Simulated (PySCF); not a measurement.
## Working out the excitation energy of K

K [Ar] 4s1 (2S) → K [Ar] 3d1 (2D). Computed with PySCF 2.14 in x2c-QZVPPall, with the spin-free X2C one-electron Hamiltonian (Gaussian nucleus). Frozen: [Ne]. Energies in hartree (1 hartree = 27.21139 eV):

```csv
part,K (lower),K (upper)
UHF,-601.464016,-601.365568
MP2 opposite-spin,-0.145803,-0.142447
MP2 same-spin,-0.053102,-0.050425
```

Task: What does Hartree-Fock give?

Result: (-601.365568) − (-601.464016) = 0.098448 hartree = 2.679 eV.

Task: What do MP2 and SCS-MP2 (6/5 opposite-spin, 1/3 same-spin) give?

Result: The opposite-spin parts differ by 0.091 eV and the same-spin parts by 0.073 eV. MP2: 2.679 + (0.091) + (0.073) = 2.843 eV. SCS-MP2: 2.679 + 1.2 × (0.091) + (0.073)/3 = 2.813 eV.

Measured between the centres of the two terms (NIST): 2.670 eV, so MP2 (valence and next inner shell) is off by 0.173 eV.

What remains against the reference includes basis incompleteness, the frozen core and correlation beyond second order.
